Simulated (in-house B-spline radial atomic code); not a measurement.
S⁺. Computed with a B-spline radial atomic code. Model: non-relativistic spherical atom: semilocal Troullier-Martins pseudo-atom, one channel per l, against all electrons, high spin, G0W0 and RPA with empty states to l = 8, local potential for every l without a channel, a model core (radius 0 = none) keeps its share of the functional.

What the tables leave out is listed at the end.

The pseudopotential gives back the lowest level of each angular momentum of its own functional in the configuration it was made in; a second state of the same l is only approximately right. Exact exchange, RPA and GW see the smooth pseudo-orbitals and miss the exchange with the core, for which the functional's share stands in. The column with an uncorrelated core keeps all orbitals and exact exchange, and so separates missing core correlation from pseudisation. Only the three outermost levels and the lowest empty one were computed. RPA here is direct RPA, with no exchange kernel, and its energies carry an (l + 1/2)⁻⁴ tail. A hybrid on a potential with a model core restores only its own semilocal share of the core's exchange.

Command:
```bash
python run_psgw.py task.json out
```
Settings (lengths in bohr, energies in hartree):
```
Z                      16
electrons              15
configuration          [Ne] 3s2 3p3
generated_in           [Ne] 3s2 3p4
functional             pbe,pbe
core_shells            1
radius_factor          1
core_correction        True
```

Time taken, with all properties: 22 s on 1 thread of Arm Neoverse N1, with other jobs on the host.

Given: made with PBE; model core radius 0.14 bohr; local radius 0.406 bohr; mean-field start PBE.

Valence shells of the generating configuration: 2s, 2p, 3s, 3p.

Channel: s 0.39, p 0.5 (radii in bohr).

Computed: largest level miss in the spin-unpolarised generating configuration 0.078 eV; valence RPA correlation energy all-electron orbitals -0.75195 hartree; all-electron RPA polarisability, core included 9.4965 bohr³; pseudo-atom RPA polarisability 9.6092 bohr³.

```
          level  occupied  mean-field all-electron (eV)  mean-field pseudo minus all (eV)  G0W0 all-electron (eV)  G0W0 uncorrelated core minus all (eV)  G0W0 pseudo minus all (eV)  exchange self-energy all-electron (eV)  exchange self-energy pseudo (eV)
          3p up         1                       -17.921                              0.13                 -23.153                                  0.006                       0.208                                 -21.117                            -20.73
        3s down         1                       -25.258                            -0.027                 -30.584                                  0.003                      -0.121                                 -18.105                           -17.759
3p down (empty)         0                       -14.658                             0.128                 -10.827                                  0.006                       0.158                                 -5.1327                           -4.8274
```

(1) What is the valence RPA correlation energy pseudo?

Given: mean-field start PBE0.

Computed: valence RPA correlation energy all-electron orbitals -0.71865 hartree; valence RPA correlation energy pseudo -0.70701 hartree; all-electron RPA polarisability, core included 8.4487 bohr³.

```tsv
level	occupied	mean-field all-electron (eV)	mean-field pseudo minus all (eV)	G0W0 all-electron (eV)	G0W0 uncorrelated core minus all (eV)	G0W0 pseudo minus all (eV)	exchange self-energy all-electron (eV)	exchange self-energy pseudo (eV)
3p up	1	-19.491	0.156	-23.392	0.006	0.217	-21.088	-20.697
3s down	1	-26.604	-0.057	-30.664	0.003	-0.125	-17.964	-17.633
3p down (empty)	0	-13.32	0.132	-10.602	0.005	0.154	-4.8764	-4.5964
```

(2) What is the pseudo-atom RPA polarisability?

## Answers

(1) -0.73991 hartree.

(2) 8.5611 bohr³.

Among the listed levels the largest G0W0 shift of the pseudo-atom is +0.22 eV, for 3p up on the PBE0 start, while leaving the core uncorrelated moves that level by +0.01 eV. So pseudisation and the lost core exchange, not the missing core correlation, make the error. Not in the tables (levels of low weight, unsolved or above zero; the highest and the empty levels are kept at any weight): on PBE the G0W0 levels 3s up (pseudo minus all +0.12 eV, weights 0.25 and 0.26); on PBE0 the G0W0 levels 3s up (pseudo minus all -0.06 eV, weights 0.39 and 0.39); no Hartree-Fock pseudo-atom is run with a model core.
